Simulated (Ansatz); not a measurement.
A run for Ansatz (a quantum-chemistry and plane-wave program): R-CCSD(T)/aug-cc-pV(T+d)Z on silicon dioxide molecule (SMILES O=[Si]=O), atoms moved off the minimum. Files ending in .json are basis or fitting sets from the Basis Set Exchange.

Ansatz 0.2 input:
```yaml
crystal:
  periodic: [false, false, false]
  atoms:
    - {symbol: O, position_ang: [-0.07767792, -0.10124336, -1.58902156]}
    - {symbol: Si, position_ang: [0.03593408, -0.05647577, 0.15858659]}
    - {symbol: O, position_ang: [0.05852605, 0.04175512, 1.52962703]}
basis:
  gaussian:
    orbitals: aug-cc-pV_T+d_Z.json
magnetization: {spin_polarized: false}
correlation: {method: ccsd_t, electrons: outside_noble_gas}
scf: {lower_state_search: off}
output: {forces: true}
```

The head of its log:

```
WARN ansatz: RAYON_NUM_THREADS=1 ignored (pool sized by the plan → 1); use --threads N
Functional definition: HF
these checks for a lower state are left out or cut short: starts, cluster_reference, orbital_swaps, neighbouring_geometries, increment
integrals: 0.33 GiB planned
900 factors; integrals over basis functions are off by at most 9.6e-4 eV
mean field: 0.30 GiB planned
mean field evaluation 1: about -11930.4312 eV, gradient 5.8e1 eV
mean field evaluation 2: about -11930.4320 eV, gradient 5.8e1 eV
mean field evaluation 4: about -11936.4231 eV, gradient 6.3e0 eV
mean field evaluation 8: about -11936.5210 eV, gradient 6.2e-1 eV
mean field -11936.52601170 eV, -438.6592400620 hartree, gradient 6.1e-6 eV, S^2 0.000000; 0 other end points of the search recorded, 0 dependent functions left out
7 core orbitals not correlated
reference -11936.52601170 eV, -438.6592400620 hartree; 8, 8 occupied and 132, 132 virtual orbitals, 900 factors
densities: 1.48 GiB planned
```

Task: What total energy does the run end on?

Result: -439.2832 hartree (reference determinant -438.6592, T1 diagnostic 0.029).
